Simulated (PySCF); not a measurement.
Calculation: B3LYP-D3(BJ)/def2-TZVP // BP86-D3(BJ)/def2-SVP run with PySCF. All species are isolated molecules in the gas phase. One relaxed conformer stands for a flexible species; it need not be the lowest. B3LYP has the VWN-RPA correlation part, as in Gaussian. 

Reference species: [Hf(OH)4] (neutral, multiplicity 1).

mean distance from the central atom to its bonded neighbours: 1.942 Å
coordination number: 4
charge on the central atom (Mulliken): 1.64 e

Changed species: [V(=O)(OH)3] (M = V, oxo; the reference has M = Hf).

Question: Give the shifts of the mean distance from the central atom to its bonded neighbours, coordination number and charge on the central atom (Mulliken).

Answer: the mean distance from the central atom to its bonded neighbours falls by 0.216 Å, to 1.726 Å; the coordination number stays essentially unchanged; the charge on the central atom (Mulliken) falls by 0.20 e, to 1.44 e.
